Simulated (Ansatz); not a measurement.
def2 core potentials replace the inner electrons of Sn.

Species: C₆H₈O₃Sn, SMILES `[OH][Sn]([OH])([OH])[c]1ccccc1` with one electron added (charge -1, multiplicity 2).

Problem. Give a relaxed geometry from PBE0-D3(BJ)/def2-SVP in Ansatz (a first-principles code).

Solution. One answer among several that fit: the end point of this relaxation, one of several conformers (outside a Z-matrix the atoms follow the SMILES, hydrogens last).
Cartesian coordinates (Å) in one orientation:
```xyz
18

O     -2.794    -1.444     1.694
Sn    -2.033     0.156     0.631
O     -2.288    -1.037    -1.042
O     -3.286     1.468    -0.425
C      0.196     0.125     0.283
C      1.107     0.734     1.151
C      2.478     0.722     0.882
C      2.954     0.099    -0.272
C      2.054    -0.510    -1.150
C      0.685    -0.496    -0.873
H     -2.970    -2.011     0.926
H     -2.916    -0.519    -1.560
H     -3.511     2.162     0.206
H      0.737     1.229     2.057
H      3.181     1.200     1.574
H      4.027     0.088    -0.488
H      2.427    -1.000    -2.056
H     -0.049    -0.967    -1.537
```
